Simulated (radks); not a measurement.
The germanium ion Ge+, 31 electrons, occupied as [Ar] 3d10 4s2 4p1 (the NIST ground configuration). All-electron calculation, scalar-relativistic Kohn-Sham, r2SCAN, spin-polarised, spherical densities, finite nucleus; open shells are filled with parallel spins first; meta-GGA in the generalised Kohn-Sham scheme; Fermi nuclear charge, rms radius 4.0742 fm. Program: a radial shooting solver on a logarithmic mesh with Libxc functionals.

Normalised radial functions P(r) = r R(r), r in bohr:

r,3d down,4p up
0.002703,0.0000,0.0007
0.003549,0.0000,0.0012
0.004658,0.0000,0.0020
0.006114,0.0001,0.0033
0.008025,0.0002,0.0054
0.01053,0.0005,0.0089
0.01394,0.0011,0.0145
0.01829,0.0023,0.0230
0.02401,0.0049,0.0358
0.03152,0.0101,0.0542
0.04137,0.0206,0.0789
0.0543,0.0410,0.1093
0.07127,0.0786,0.1411
0.09355,0.1445,0.1649
0.1228,0.2515,0.1649
0.1612,0.4101,0.1227
0.2116,0.6179,0.0277
0.2777,0.8492,-0.1066
0.3645,1.0503,-0.2333
0.4784,1.1534,-0.2822
0.628,1.1076,-0.2004
0.8243,0.9265,0.0067
1.091,0.6633,0.2852
1.432,0.4089,0.5334
1.879,0.2103,0.6728
2.466,0.0869,0.6531
3.237,0.0270,0.4916
4.249,0.0059,0.2761
5.578,0.0008,0.1101
7.321,0.0001,0.0289

3d down: eigenvalue -39.013 eV, 0 radial nodes, <r> = 0.732 bohr, 90 % of the charge inside 1.24 bohr. 4p up: eigenvalue -11.825 eV, 2 radial nodes at r = 0.225, 0.818 bohr, <r> = 2.52 bohr, 90 % of the charge inside 3.81 bohr.
